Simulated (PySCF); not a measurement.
PySCF 2.14 output of an unrestricted r2SCAN calculation on a single atom or ion in aug-cc-pwCVTZ-DK (10s9p7d4f3g, 127 functions), with scalar relativity by spin-free X2C-1e:

```
SCF conv_tol = 1e-09
number electrons alpha = 16  beta = 10
    J. W. Furness, A. D. Kaplan, J. Ning, J. P. Perdew, and J. Sun.,  J. Phys. Chem. Lett. 11, 8208-8215 (2020)
    J. W. Furness, A. D. Kaplan, J. Ning, J. P. Perdew, and J. Sun.,  J. Phys. Chem. Lett. 11, 9248-9248 (2020)
    J. W. Furness, A. D. Kaplan, J. Ning, J. P. Perdew, and J. Sun.,  J. Phys. Chem. Lett. 11, 8208-8215 (2020)
    J. W. Furness, A. D. Kaplan, J. Ning, J. P. Perdew, and J. Sun.,  J. Phys. Chem. Lett. 11, 9248-9248 (2020)
cycle= 1 E= -1272.39002097307  delta_E= -0.0125  |g|= 0.0405  |ddm|= 0.558
cycle= 2 E= -1272.39003305059  delta_E= -1.21e-05  |g|= 0.0375  |ddm|= 0.158
cycle= 3 E= -1272.39020845852  delta_E= -0.000175  |g|= 0.00358  |ddm|= 0.0404
cycle= 4 E= -1272.3902111818  delta_E= -2.72e-06  |g|= 0.000735  |ddm|= 0.0156
cycle= 5 E= -1272.3902113233  delta_E= -1.41e-07  |g|= 0.00019  |ddm|= 0.0028
cycle= 6 E= -1272.39021133593  delta_E= -1.26e-08  |g|= 3.64e-05  |ddm|= 0.00087
cycle= 7 E= -1272.39021133657  delta_E= -6.42e-10  |g|= 3.59e-06  |ddm|= 0.000239
converged SCF energy = -1272.39021133657  <S^2> = 12.016802  2S+1 = 7.004799
```

The run itself started from symmetry-adapted Hartree-Fock orbitals and held the occupation by maximum overlap, on a logarithmic radial grid, so the iterations belong to that start.

**Question.** Which element, charge and spin multiplicity is this?

**Answer.** Fe (iron, neutral), multiplicity 7; the state was [Ar] 3d5 4s2 4p1, high-spin 7P determinant (an excited configuration).
